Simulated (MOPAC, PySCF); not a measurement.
CH4O2Si, SMILES `O=C[SiH2]O` (O–C–Si–O torsion 0°, C–Si–O–H torsion 0°), neutral singlet in the gas phase. 

Cartesian coordinates (Å):
SMILES: O=C[SiH2]O
```xyz
8

O      1.8362     0.0570     0.4845
C      1.1188     0.0641    -0.4899
Si    -0.7794    -0.0249    -0.1918
O     -0.9227    -0.0907     1.4364
H      1.5786     0.1208    -1.5027
H     -1.3326    -1.2349    -0.8530
H     -1.4320     1.1810    -0.7640
H     -0.0667    -0.0724     1.8805
```
Charge 0, spin multiplicity 1.

All levels are single points at this geometry (PBE0-D4/def2-TZVP); Pople sets use spherical d functions. Orbital energies aren't observables, and empty levels follow the basis.

| level | HOMO (eV) | LUMO (eV) | gap (eV) | dipole (D) | vertical IE, Delta-SCF (eV) |
|---|---|---|---|---|---|
| PBE-D3(BJ)/def2-TZVP in PySCF | -5.92 | -2.99 | 2.93 | 1.53 | – |
| PBE0-D4/def2-TZVP in PySCF | -7.39 | -1.82 | 5.58 | 1.71 | 9.78 |
| B3LYP/3-21G in PySCF | -6.77 | -1.49 | 5.28 | 1.75 | – |
| B3LYP/6-311+G** in PySCF | -7.30 | -2.20 | 5.10 | 2.03 | – |
| B3LYP/LANL2DZ in PySCF | -7.32 | -2.11 | 5.21 | 2.59 | – |
| BP86/6-31G* in PySCF | -5.75 | -2.69 | 3.06 | 1.48 | – |
| M06-2X/6-31G* in PySCF | -8.61 | -0.27 | 8.34 | 1.75 | – |
| PBE/6-31G* in PySCF | -5.63 | -2.60 | 3.03 | 1.47 | – |
| SVWN5/6-31G* in PySCF | -5.74 | -2.84 | 2.90 | 1.57 | – |
| HF/3-21G in PySCF | -10.92 | 3.04 | 13.97 | 2.38 | – |
| HF/STO-3G in PySCF | -8.06 | 7.72 | 15.78 | 1.58 | – |
| PM3 in MOPAC | -9.44 | 0.24 | 9.67 | 2.06 | – |
| PM6 in MOPAC | -9.28 | -0.59 | 8.69 | 1.89 | – |
